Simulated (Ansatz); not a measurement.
The cluster Rb2Pb2Br6. Total charge 0; singlet. Geometry PBE-D4/def2-SVP; atoms count from 1.

```xyz
10

Rb   -1.583   -0.038    2.668
Rb   -1.187   -1.754   -1.503
Pb    2.974   -0.142    1.357
Pb    0.443    2.198   -1.674
Br   -0.396    0.853   -3.913
Br    1.127   -2.057    1.961
Br    1.333    2.041    1.816
Br   -3.001   -2.416    1.063
Br    2.186   -0.192   -1.394
Br   -1.896    1.508   -0.380
```

In the def2 sets Pb, Rb take a core potential; there is no spin–orbit coupling. Another isomer (singlet) lies 0.23 eV lower at PBE0-D4/def2-SVP; other spin states weren't run for this one.

Estimate the Mulliken populations from the PBE0/def2-SVP orbitals of Ansatz.


```json
{"atom": "Rb1", "charge (e)": "0.62"}
{"atom": "Rb2", "charge (e)": "0.64"}
{"atom": "Pb3", "charge (e)": "0.71"}
{"atom": "Pb4", "charge (e)": "0.72"}
{"atom": "Br5", "charge (e)": "-0.42"}
{"atom": "Br6", "charge (e)": "-0.39"}
{"atom": "Br7", "charge (e)": "-0.43"}
{"atom": "Br8", "charge (e)": "-0.64"}
{"atom": "Br9", "charge (e)": "-0.39"}
{"atom": "Br10", "charge (e)": "-0.42"}
```
Mulliken values depend strongly on the basis.

And the Mayer bond orders between heavy atoms (over 0.3)?

Rb1–Br8 0.34 (3.20 Å); Rb2–Br8 0.33 (3.21 Å); Pb3–Br6 0.80 (2.73 Å); Pb3–Br7 0.72 (2.77 Å); Pb3–Br9 0.54 (2.86 Å); Pb4–Br5 0.81 (2.74 Å); Pb4–Br9 0.41 (2.97 Å); Pb4–Br10 0.73 (2.76 Å).
